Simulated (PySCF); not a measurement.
A structure optimised at PBE0-D3(BJ)/def2-SVP, used in a PySCF frequency run:

```xyz
13

O     -1.1311     1.7805     0.8045
Si    -1.4879     0.3099     0.1176
C     -0.0531    -0.9086     0.3959
O     -0.3456    -2.2147    -0.0904
Si     1.4829    -0.3241    -0.5172
F      1.5226     1.3040    -0.2660
H     -0.2736     2.1328     0.5334
H     -2.7036    -0.2266     0.7958
H     -1.7461     0.3954    -1.3535
H      0.1943    -0.9043     1.4792
H     -1.0859    -2.5716     0.4123
H      1.3590    -0.5519    -1.9804
H      2.7549    -0.8860     0.0129
```
Charge 0, spin multiplicity 1.

### Question
Write its SMILES and formula.

### Answer
O[SiH2][C@@H](O)[SiH2]F, CH7FO2Si2

### Question
What are its rotational constants (standard atomic weights)?

### Answer
2.4984, 2.0553, 1.2117 GHz
